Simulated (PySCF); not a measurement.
Molecule: `CBCCC`, C₄H₁₁B.

Molfile (atoms numbered from 1):
```
C4H11B
     RDKit          3D

 16 15  0  0  0  0  0  0  0  0999 V2000
    2.3695   -0.3319   -0.0873 C   0  0  0  0  0  0  0  0  0  0  0  0
    1.5075    0.5409    0.8816 B   0  0  0  0  0  0  0  0  0  0  0  0
   -0.0571    0.5512    0.9523 C   0  0  0  0  0  0  0  0  0  0  0  0
   -0.8549   -0.3683    0.0349 C   0  0  0  0  0  0  0  0  0  0  0  0
   -2.3608   -0.2574    0.2179 C   0  0  0  0  0  0  0  0  0  0  0  0
    3.2692   -0.7358    0.4044 H   0  0  0  0  0  0  0  0  0  0  0  0
    1.8365   -1.1399   -0.6090 H   0  0  0  0  0  0  0  0  0  0  0  0
    2.7584    0.3622   -0.8588 H   0  0  0  0  0  0  0  0  0  0  0  0
    2.0933    1.3079    1.6237 H   0  0  0  0  0  0  0  0  0  0  0  0
   -0.3168    0.3636    2.0154 H   0  0  0  0  0  0  0  0  0  0  0  0
   -0.3720    1.6069    0.8192 H   0  0  0  0  0  0  0  0  0  0  0  0
   -0.5964   -0.1512   -1.0162 H   0  0  0  0  0  0  0  0  0  0  0  0
   -0.5416   -1.4137    0.2008 H   0  0  0  0  0  0  0  0  0  0  0  0
   -2.9077   -0.9320   -0.4589 H   0  0  0  0  0  0  0  0  0  0  0  0
   -2.6564   -0.5094    1.2495 H   0  0  0  0  0  0  0  0  0  0  0  0
   -2.7120    0.7686    0.0206 H   0  0  0  0  0  0  0  0  0  0  0  0
  1  2  1  0
  2  3  1  0
  3  4  1  0
  4  5  1  0
  1  6  1  0
  1  7  1  0
  1  8  1  0
  2  9  1  0
  3 10  1  0
  3 11  1  0
  4 12  1  0
  4 13  1  0
  5 14  1  0
  5 15  1  0
  5 16  1  0
M  END
```

Geometry PBE0-D3(BJ)/def2-SVP throughout; GIAO in PySCF, gas phase, one conformer, non-relativistic; equivalent atoms averaged; functional PBE0.

For orientation, 6-31G gives these absolute shieldings σ: C3 164.3, C4 179.3, C5 181.1, B2 34.2, H9 24.33, H10/H11 30.75, H6/H7/H8 31.26, H12/H13 30.76, H14/H15/H16 31.45 ppm.

A run gave: C3 161.2, C4 174.2, C5 176.2, B2 32.4, H9 24.22, H10/H11 30.34, H6/H7/H8 30.91, H12/H13 30.20, H14/H15/H16 30.94 ppm (absolute shieldings σ).

Question: Which basis set was used in that run?
A. 6-311+G(2d,p)
B. def2-TZVP
C. def2-SVP
D. STO-3G
E. 6-31G*

Answer: E. H6/H7/H8 tells them apart best: 6-31G* gives 30.91, STO-3G gives 31.42, 6-311+G(2d,p) gives 30.51, def2-SVP gives 30.28, def2-TZVP gives 30.48 ppm.
